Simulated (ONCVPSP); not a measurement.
## Potentials for Co (Z = 27) compared

Generated with ld1.x 7.5 (TM, RRKJ, ultrasoft, PAW), atompaw 4.2 or ONCVPSP 4.0.1. The cutoff is in Ry: for ld1.x and atompaw files where the sum of valence levels is converged to 10 mRy in a Bessel basis, for ONCV files where the hardest occupied wave has 1 mHa per electron of residual kinetic energy. The error is the largest all-electron minus pseudo excitation energy over each file’s own four to seven test configurations (ionisations up to +4, promotions, holes and added fractions of an electron), all of which were solved. The labels leave out finer settings (local radius, basis sizes, second energies), which also bear on the numbers. Spin-polarised tests are not counted. The rows are a selection from randomly drawn settings: files with unsolved tests, undetermined cutoffs or missed reference levels are left out.

A true bound ghost makes a file unfit for plane-wave use even where its test errors are small: the radial tests pick states by their node count and pass the ghost by.

```csv
potential,cutoff (Ry),largest error (meV),bound ghosts
"ONCV, PBE, scalar-relativistic, rc 2.60/2.35/1.35 (spd), local smoothed, core correction no, reference 3d7 4s2, qcut 2.7/3.1/9.5, projectors 2/2/2",88,+53,s
"ONCV, PBEsol, fully relativistic, rc 1.00/0.95/1.75 (spd), local smoothed, core correction yes, reference 3s2 3p6 3d7 4s2, qcut 9.7/15.1/9.8, projectors 2/2/2",130,+63,none
"ONCV, revPBE, scalar-relativistic, rc 1.55/1.10/0.85 (spd), local smoothed, core correction yes, reference 3s2 3p6 3d7 4s2, qcut 9.7/13.7/10.4, projectors 2/2/3",637,-3.7,d
"ONCV, PW91, scalar-relativistic, rc 1.15/1.10/1.05 (spd), local smoothed, core correction no, reference 3s2 3p6 3d7 4s1.5, qcut 10.7/15.5/14.2, projectors 3/2/3",161,-2.4,none
"ONCV, LDA (Perdew-Zunger), scalar-relativistic, rc 1.40/0.95/1.30 (spd), local smoothed, core correction yes, reference 3s2 3p6 3d7 4s2, qcut 10.9/13.3/10.4, projectors 2/2/2",98,-272,none
```

Problem. Fill in the row for Co: ONCV, PBE, non-relativistic, rc 1.25/0.85/1.75 (spd), local smoothed, core correction no, reference 3s2 3p6 3d7 4s2, qcut 7.4/11.5/7, projectors 2/1/2.

Solution. cutoff 117 Ry, largest error +104 meV, bound ghosts: none.
